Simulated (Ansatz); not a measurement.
The cluster Ir₃, relaxed as a doublet with UKS PBE0-D4/def2-TZVP in Ansatz, starting from the GFN2-xTB geometry. Force threshold 0.02 eV/Å.

In the def2 sets Ir takes a core potential; there is no spin–orbit coupling. The charge 0 doublet is spin-contaminated (final ⟨S²⟩ up to 1.85, 0.75 for a pure state). The relaxation made no stability test and no search for a lower SCF solution. At PBE0-D4/def2-TZVP a quartet of charge 0 lies 0.25 eV below the doublet, each at its own geometry. The structure comes from a short search, and lower isomers may exist.

Start:

```xyz
3

Ir    0.1242    0.2816   -1.3750
Ir   -1.2446    0.1685    0.6415
Ir    1.1203   -0.4502    0.7335
```

| step | energy (eV) | largest force component (eV/Å) | SCF passes |
| --- | --- | --- | --- |
| 1 | -8514.5580 | 1.888 | 102 |
| 2 | -8514.5699 | 2.501 | 54 |
| 3 | -8514.7222 | 0.161 | 54 |
| 4 | -8514.7231 | 0.056 | 51 |
| 5 | -8514.7232 | 0.000 | 51 |

Force components are those of the run's own axes.

End:

```xyz
3

Ir    0.1202    0.2722   -1.3291
Ir   -1.2016    0.1625    0.6202
Ir    1.0814   -0.4347    0.7088
```

By distances, no bond broke or formed. The bond that changes most is Ir2–Ir3, from 2.45 to 2.36 Å (atoms count from 1).

No frequencies were taken in this run, so the end may be a saddle point.

It took 17 s on 4 threads of Arm Neoverse V2 on a shared host.
